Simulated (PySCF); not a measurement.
## State search for RbTl⁺

Unrestricted PBE0; Rb def2-SVP with ECP28, Tl def2-SVP with ECP60; scalar-relativistic core potentials (PySCF 2.14). Outer shells of the fragments: Rb+ closed shells only; Tl 5d10 6s2 6p1.

Followed along the bond (rough minima from three points):

| 2Ms+1 | unpaired | ⟨S²⟩ at the start | R at minimum (Å) | Te (eV) |
| --- | --- | --- | --- | --- |
| 2 | σ ↑ | 0.75 | 4.24 | 0.00 |
| 4 | σ ↑↑, π ↑ | 3.75 | 4.24 | 6.14 |
| 2 | π ↑ | 0.75 | none in the scan | ≤ 0.58 |

Solutions found at the starting distance of 3.590 Å, counted from the lowest of them; the search is not exhaustive and high or unbound solutions are not listed, so other states can lie among these:

```csv
2Ms+1,unpaired,term,E (eV),⟨S²⟩,⟨Lz²⟩,μ (D)
2,σ ↑,²Σ⁺,0.00,0.75,0.00,-8.47
2,π ↑,²Π,0.50,0.75,1.00,-10.30
2,δ ↑,²Δ,4.88,0.75,4.00,4.85
4,"σ ↑↑, π ↑",⁴Π,6.11,3.75,1.01,-9.54
4,"σ ↑, π ↑↑",⁴Σ⁻,6.57,3.75,0.00,-10.54
4,σ ↑↑↑,⁴Σ⁺,9.38,3.75,0.00,1.53
```

A term symbol is given only where ⟨S²⟩ and ⟨Lz²⟩ are close to those of a pure state; real π, δ and φ orbitals otherwise mix terms. A positive dipole points towards Tl; it is taken about the centre of mass and depends on that origin.

These are scalar-relativistic numbers at best; spin–orbit coupling would shift them, the dissociation energy most. Counting both spins, an empty level lies below a filled one in some of these solutions, because spin and occupation are held.
